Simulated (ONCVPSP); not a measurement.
Cutoff test, Si, ONCV

| Quantity | Value |
| --- | --- |
| Element | silicon |
| Generator | ONCVPSP 4.0.1 |
| Type | optimised norm-conserving Vanderbilt (ONCV) |
| Functional | PBEsol |
| Relativity | scalar-relativistic |
| Frozen core | [He] |
| Valence charge | 12 |
| Reference configuration | 2s2 2p6 3s2 3p1.5 (charge +0.5) |
| Partial waves | 2s+3s: rc 0.75 bohr, ncon 5, nbas 8, qcut 21 1/bohr, 2 projectors; 2p+3p: rc 1.10 bohr, ncon 4, nbas 9, qcut 13.7 1/bohr, 2 projectors; d scattering state at 0.32 Ha: rc 0.76 bohr, ncon 5, nbas 8, qcut 10.8 1/bohr, 3 projectors, debl 3.1 Ha |
| Local potential | polynomial inside 0.65 bohr (lpopt 5, dvloc0 4 Ha) |
| Core correction | Teter function, fcfact 2, rcfact 1.55 |

Task: For each optimised wave give the share of its norm inside rc, the residual kinetic energy above qcut (Ha) and the cutoffs (Ha) for errors of 10, 1, 0.1 and 0.01 mHa per electron.

Result:

```
         wave  norm inside rc  residual KE  10 mHa  1 mHa  0.1 mHa  0.01 mHa
           2s           0.798      1.1e-07   104.4  138.0    165.2     186.8
           3s           0.037      2.0e-08    65.1  108.8    143.2     171.6
           2p           0.959      1.5e-06    60.1   71.5     80.2      87.3
           3p           0.042      1.4e-06    48.6   64.5     76.6      86.0
d projector 1           0.012      3.0e-04    18.6   43.2     75.5     310.4
d projector 2           0.063      2.8e-03    43.2   69.8    150.8     449.9
d projector 3           0.060      5.6e-03    51.1   78.8    395.3     500.8
```

The occupied waves need 138 Ha and 165 Ha for 1 and 0.1 mHa. Note: ghosts flagged at negative energy: d at -93.0 eV; GHOST(+) flags only above 600 eV. A true bound ghost makes a file unfit for plane-wave use.
